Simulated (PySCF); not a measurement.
A calculated (B3LYP, PySCF 2.14, def2-SVP, the non-relativistic Hamiltonian (point nucleus)) atom or ion has these occupied shells.

```
shell  electrons  orbital energy (eV)  rms radius, mean of both spins (bohr)
 1s α          1              -6408.7                                 0.0713
 1s β          1              -6408.6                                 0.0713
 2s α          1              -745.43                                  0.306
 2s β          1              -743.15                                  0.306
 2p α          3              -638.69                                  0.275
 2p β          3              -636.80                                  0.275
 3s α          1              -90.123                                  0.926
 3s β          1              -84.082                                  0.926
 3p α          3              -59.248                                  0.993
 3p β          3              -52.844                                  0.993
 3d α          5               -9.929                                   1.28
 4s α          1               -5.726                                   3.48
 4s β          1               -5.023                                   3.48
```

Problem. Name the element and its charge.

Solution. Mn (manganese, neutral), in [Ar] 3d5 4s2, high-spin 6S determinant.
